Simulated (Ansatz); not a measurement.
## Ansatz (development build ahead of 0.2.0) run

```yaml
crystal:
  periodic: [false, false, false]
  atoms:
    - { symbol: B, position_ang: [0.00426, -0.00867, 0.0026] }
    - { symbol: F, position_ang: [1.30895, 0.00887, -0.0044] }
    - { symbol: F, position_ang: [-0.66191, 1.13056, -0.00606] }
    - { symbol: F, position_ang: [-0.64938, -1.13994, -0.00633] }
basis:
  gaussian: { orbitals: STO-3G }
hamiltonian:
  xc: hf
correlation:
  method: mp2
  frozen_orbitals: { B: 1, F: 1 }
```

The input is written out in the form of the current development build from the run's settings.

The run gave:

| Item | Value |
| --- | --- |
| Converged | yes |
| Reference energy | -318.66176 hartree |
| Correlation energy | -0.09537 hartree |
| Total energy | -318.75713 hartree |
| Spin squared of the determinant | 0.000 |
